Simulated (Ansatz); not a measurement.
A structure relaxed at PBE0-D4/def2-TZVP, charge 0, multiplicity 1:

```xyz
12

B     0.453   -0.055   -1.808
C    -0.930    0.127   -1.237
Ga   -0.449    0.691    0.647
C     0.559   -0.521    1.814
H     1.061   -1.075   -1.629
H     1.014    0.850   -2.365
H    -1.562    0.930   -1.615
H    -1.496   -0.785   -1.013
H    -0.989    2.094    1.108
H     1.627   -0.308    1.698
H     0.405   -1.564    1.533
H     0.306   -0.386    2.867
```

(1) Give its formula and SMILES.

(2) Summarise the bond lengths by kind.

## Answers

(1) C2H8BGa, `B[CH2][GaH][CH3]`.

(2) 1 × B–C 1.507 Å; 2 × B–H 1.201 to 1.202 Å; 2 × C–Ga 1.961 to 2.025 Å; 5 × C–H 1.089 to 1.096 Å; 1 × Ga–H 1.572 Å.

Program: Ansatz 0.2.0.
